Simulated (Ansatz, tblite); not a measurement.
Forces on the cluster Ag2Cl2⁺ at its r2SCAN-D4/def2-SVP geometry. Charge 1, multiplicity 2.

In the def2 sets Ag takes a core potential; there is no spin–orbit coupling. The xTB rows come from tblite. The structure comes from a short search, and lower isomers may exist.

GFN1-xTB (tblite), largest force 0.32 eV/Å:

```xyz
4
positions Å, forces eV/Å
Ag   -1.334    0.120   -0.872    0.073   -0.006    0.048
Ag    1.334   -0.120    0.871   -0.073    0.008   -0.047
Cl   -0.151   -1.840   -0.022    0.026    0.318    0.003
Cl    0.151    1.840    0.023   -0.026   -0.319   -0.004
```

GFN2-xTB (tblite), largest force 0.27 eV/Å:

```
Ag -0.005 0.001 -0.003
Ag 0.005 0.000 0.004
Cl 0.022 0.264 0.003
Cl -0.021 -0.265 -0.004
```

BLYP-D4/def2-TZVP (Ansatz), largest force 0.19 eV/Å:

```
Ag -0.157 0.014 -0.102
Ag 0.157 -0.013 0.103
Cl -0.014 -0.165 -0.003
Cl 0.014 0.164 0.002
```
